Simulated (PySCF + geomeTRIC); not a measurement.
A geometry relaxed with ωB97X-D3(BJ)/def2-TZVP run with PySCF + geomeTRIC, charge 0, multiplicity 1:

```xyz
9

H      2.4186    -0.7410    -0.9950
H     -3.4637     0.2785    -0.3016
Si    -2.1328    -0.2777     0.0134
H      1.3831    -1.4179     1.1005
Si    -0.2882     0.7393    -0.2798
Si     1.7268    -0.2695     0.2283
H     -2.1040    -1.2955     1.0838
H      2.6140     0.6700     0.9551
F     -0.1429     1.9740    -1.3015
```

Q: Write the SMILES of this molecule.

A: `F[Si](=[SiH2])[SiH3]`
